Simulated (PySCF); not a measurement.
Input of a run (PBE0-D3(BJ)/def2-SVP geometry optimisation, gas phase, def2 core potentials past Kr (PySCF 2.14.0)), started from GFN2-xTB:
```
{"job": {"xc": "PBE0", "basis": "def2-SVP", "d3": "d3bj", "grid": 1, "maxiter": 30, "shake": 0.03, "kind": "geom"}, "charge": 0, "multiplicity": 1}
Hg     0.066580    -0.066660     0.012540
C     -0.020700    -0.029640     2.341110
H     -0.500120     0.896060     2.714680
H      1.111630    -0.101090     2.723680
H     -0.597440    -0.879050     2.685730
C     -0.007620     0.031640    -2.354810
H     -0.988800     0.012800    -2.728600
H      0.559500    -0.851020    -2.747350
H      0.509710     0.917520    -2.672640
```

Output (energies in Eh, forces in Eh/bohr):
```
step   0  E = -233.09215891  max force = 0.050811
step   1  E = -233.11102634  max force = 0.032602
step   2  E = -233.12174202  max force = 0.009920
step   3  E = -233.12229981  max force = 0.003157
step   4  E = -233.12241047  max force = 0.001242
step   5  E = -233.12241583  max force = 0.000265
optimisation converged
```

Summarise the run.

The energy falls by 0.823 eV over 6 energy and gradient evaluations, the largest force component goes from 0.0508 to 2.6e-04 Eh/bohr, and the atoms move by 0.217 Å rms after alignment. The bond that changes most is Hg1–C6 (ends: mercury bonded to 2 C; carbon bonded to Hg and 3 H), which shortens by 0.267 Å. Bonds longer at the end by more than 0.005 Å: 3 of 8; shorter: 5. Among the angles that change most is C2–Hg1–C6, from 174.9° to 179.9°. The energy never rose by more than 1e-6 Eh on the way. The first step brought 62 % of the lowering.

What are the final bond lengths?

Hg1–C2 2.104 Å, Hg1–C6 2.103 Å, C2–H3 1.101 Å, C2–H4 1.101 Å, C2–H5 1.101 Å, C6–H7 1.101 Å, C6–H8 1.101 Å, C6–H9 1.101 Å. Numbering counts from 1 in the input's order; the species is `[CH3][Hg][CH3]` (HgMe2).

The run used 90 basis functions and 44 SCF cycles in all. On one thread, Intel Xeon Platinum 8488C (x86_64), shared host with 96 logical CPUs at a one-minute load of 12, this took 18 s and 0.37 GiB of memory at its peak.

No frequency check.
